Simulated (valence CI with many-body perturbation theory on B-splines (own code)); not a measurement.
**E1 line list for S I**

Calculated by configuration interaction combined with many-body perturbation theory (CI+MBPT): six valence electrons over a frozen Dirac-Fock core [Ne], radial functions for each j: 9 s, 9 p, 8 d, 6 f, 3 g, 1 h, with the one-electron correlation potential Σ1, the two-electron term Σ2, the three-electron term Σ3, Breit, model QED; selected CI, second order for the rest, scaled by the run's own slope (own B-spline code, finite nucleus).

Against 29 measured levels this calculation errs by 270 cm⁻¹ on average and by 480 at most. Among the levels kept, up to 3200 cm⁻¹ of a level comes from second order outside the variational space, and about a tenth of that is noise between levels of different J, which matters for small intervals.

Lines 101 to 136 of 136 in falling wavelength, among levels below 9.096 eV, chosen from the strongest by gf and those to the six lowest levels. Wavelengths and rates use the calculated energies, so an error of 300 cm⁻¹ moves a line at 1637 Å by 0.49 % and its rate by three times that or more. Electric multipoles are in the length gauge, E1 and E2 with the static RPA response of the core. Weak lines are less certain than strong ones. Lines between different terms over intervals too small for the method are left out, as are lines whose strength nearly cancels and 2 of this kind that miss the measured wavelength by over 7 %. The highest levels of a list are the least certain.

Names give the largest LS component (configuration and term), which can be under half, so a name can repeat, a term be missing and a line seem to break the LS rules; names also repeat where a configuration has a term twice.

```
λ vac (Å)  λ from measured levels           Upper        Lower   A (s⁻¹)  S (a.u.)
     1637                    1627  3s²3p³5s ⁵S°_2  3s²3p⁴ ¹D_2  3.13e+02  3.39e-06
     1622                    1610  3s²3p³5s ³S°_1  3s²3p⁴ ¹D_2  6.47e+03  4.09e-05
     1598                    1593     3s3p⁵ ³P°_2  3s²3p⁴ ¹D_2  8.57e+03  8.62e-05
     1587                    1584     3s3p⁵ ³P°_1  3s²3p⁴ ¹D_2  3.37e+02  2.00e-06
     1490                    1482  3s²3p³3d ⁵D°_0  3s²3p⁴ ³P_1  6.41e+04  1.05e-04
     1488                    1487  3s²3p³4s ³D°_1  3s²3p⁴ ³P_0  6.82e+07  3.33e-01
     1487                    1486  3s²3p³3d ⁵D°_1  3s²3p⁴ ³P_0  2.43e+06  1.18e-02
     1487                    1483  3s²3p³4s ³D°_1  3s²3p⁴ ³P_1  5.96e+07  2.90e-01
     1487                    1483  3s²3p³4s ³D°_2  3s²3p⁴ ³P_1  9.73e+07  7.89e-01
     1486                    1482  3s²3p³3d ⁵D°_1  3s²3p⁴ ³P_1  1.68e+06  8.15e-03
     1485                    1482  3s²3p³3d ⁵D°_2  3s²3p⁴ ³P_1  9.96e+05  8.04e-03
     1479                    1475  3s²3p³4s ³D°_1  3s²3p⁴ ³P_2  5.23e+06  2.51e-02
     1479                    1474  3s²3p³4s ³D°_2  3s²3p⁴ ³P_2  4.27e+07  3.41e-01
     1479                    1474  3s²3p³4s ³D°_3  3s²3p⁴ ³P_2  1.32e+08  1.48e+00
     1478                    1473  3s²3p³3d ⁵D°_1  3s²3p⁴ ³P_2  8.18e+04  3.91e-04
     1477                    1473  3s²3p³3d ⁵D°_3  3s²3p⁴ ³P_2  8.11e+06  9.03e-02
     1477                    1473  3s²3p³3d ⁵D°_2  3s²3p⁴ ³P_2  2.83e+05  2.25e-03
     1456                    1453  3s²3p³4s ¹D°_2  3s²3p⁴ ³P_1  3.71e+03  2.82e-05
     1449                    1444  3s²3p³4s ¹D°_2  3s²3p⁴ ³P_2  2.05e+06  1.54e-02
     1440                    1437  3s²3p³3d ³D°_1  3s²3p⁴ ³P_0  1.67e+08  7.40e-01
     1439                    1433  3s²3p³3d ³D°_1  3s²3p⁴ ³P_1  1.31e+08  5.77e-01
     1438                    1433  3s²3p³3d ³D°_2  3s²3p⁴ ³P_1  2.30e+08  1.68e+00
     1432                    1425  3s²3p³3d ³D°_1  3s²3p⁴ ³P_2  9.32e+06  4.05e-02
     1431                    1425  3s²3p³3d ³D°_2  3s²3p⁴ ³P_2  8.09e+07  5.85e-01
     1431                    1425  3s²3p³3d ³D°_3  3s²3p⁴ ³P_2  2.99e+08  3.03e+00
     1427                    1422  3s²3p³5s ⁵S°_2  3s²3p⁴ ³P_1  9.55e+02  6.84e-06
     1420                    1414  3s²3p³5s ⁵S°_2  3s²3p⁴ ³P_2  8.66e+03  6.12e-05
     1417                    1413  3s²3p³5s ³S°_1  3s²3p⁴ ³P_0  1.46e+07  6.13e-02
     1415                    1409  3s²3p³5s ³S°_1  3s²3p⁴ ³P_1  4.41e+07  1.85e-01
     1408                    1402  3s²3p³5s ³S°_1  3s²3p⁴ ³P_2  7.59e+07  3.14e-01
     1397                    1396     3s3p⁵ ³P°_2  3s²3p⁴ ³P_1  1.22e+05  8.18e-04
     1390                    1386     3s3p⁵ ³P°_0  3s²3p⁴ ³P_1  8.04e+05  1.07e-03
     1390                    1388     3s3p⁵ ³P°_2  3s²3p⁴ ³P_2  1.54e+06  1.02e-02
     1390                    1393     3s3p⁵ ³P°_1  3s²3p⁴ ³P_0  3.89e+04  1.55e-04
     1389                    1389     3s3p⁵ ³P°_1  3s²3p⁴ ³P_1  1.68e+05  6.65e-04
     1382                    1382     3s3p⁵ ³P°_1  3s²3p⁴ ³P_2  1.06e+05  4.14e-04
```
